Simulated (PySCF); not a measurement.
A PySCF script (with the pyscf-properties extension) for the NMR shieldings of `BNB(CC)OCC`, C4H13B2NO, on a GFN2-xTB geometry:

```python
import basis_set_exchange as bse
import numpy as np
from pyscf import gto, dft
from pyscf.prop import nmr

atoms = """
B    -0.028372    2.532170   -0.911900
N    -0.383494    1.205398   -0.653817
B     0.252563    0.176157    0.134604
C     1.600649    0.419986    0.958295
C     2.807602   -0.234880    0.274829
O    -0.234701   -1.079111    0.202831
C    -1.391581   -1.577173   -0.428014
C    -2.645321   -1.284440    0.392208
H     0.933073    2.990166   -0.431435
H    -0.715249    3.171796   -1.616866
H    -1.230681    0.895833   -1.112332
H     1.500548   -0.017324    1.953219
H     1.807194    1.480006    1.092647
H     3.707292   -0.106382    0.873999
H     2.630260   -1.299360    0.141330
H     2.978398    0.210372   -0.702935
H    -1.494814   -1.163649   -1.440968
H    -1.251331   -2.660613   -0.517191
H    -2.551439   -1.731105    1.378791
H    -3.520305   -1.699364   -0.101587
H    -2.779210   -0.211540    0.513821
"""
names = dict.fromkeys(["B", "N", "C", "O", "H"], "pcSseg-1")
basis = {el: gto.basis.parse(bse.get_basis(n, elements=[el], fmt="nwchem")) for el, n in names.items()}
mol = gto.M(atom=atoms, basis=basis, charge=0, verbose=0)
mf = dft.RKS(mol, xc="PBE0")
mf.grids.level = 2
mf.grids.alignment = dft.numint.BLKSIZE   # the property module wants whole blocks of grid points
mf.conv_tol = 1e-9
mf.kernel()

calc = nmr.RKS(mf)   # GIAO
C = mf.mo_coeff
Co = C[:, mf.mo_occ > 0]
resp = mf.gen_response(singlet=True, hermi=2)
def vind(x):   # induced exchange potential for any number of trial vectors
    d = np.einsum("pi,xij,qj->xpq", C, 2 * x.reshape(-1, C.shape[1], Co.shape[1]), Co, optimize=True)
    return np.einsum("xpq,pi,qj->xij", resp(d - d.transpose(0, 2, 1)), C, Co, optimize=True).ravel()
mo1, _ = nmr.rhf.solve_mo1(calc, with_cphf=vind)
sigma = calc.kernel(mo1)
for i, s in enumerate(sigma):   # ppm
    print("%2d %-2s %9.2f" % (i, mol.atom_pure_symbol(i), np.trace(s) / 3))
```

Q: What does it print?

A: 
```
 0 B      55.06
 1 N     108.73
 2 B      65.57
 3 C     176.09
 4 C     174.79
 5 O     190.24
 6 C     124.94
 7 C     166.98
 8 H      26.29
 9 H      26.43
10 H      25.56
11 H      31.08
12 H      30.40
13 H      30.50
14 H      30.63
15 H      30.92
16 H      27.51
17 H      27.40
18 H      30.15
19 H      30.72
20 H      30.44
```

These numbers come from an equivalent density-fitted implementation of the same equations, which agrees with the script to about 0.01 ppm for H and up to a few tenths of a ppm for heavy atoms, so last digits may differ.

Size and cost of the density-fitted run: 201 basis functions, 53 s wall time on 1 thread of an Arm Neoverse V1, shared host; peak memory 0.9 GiB.
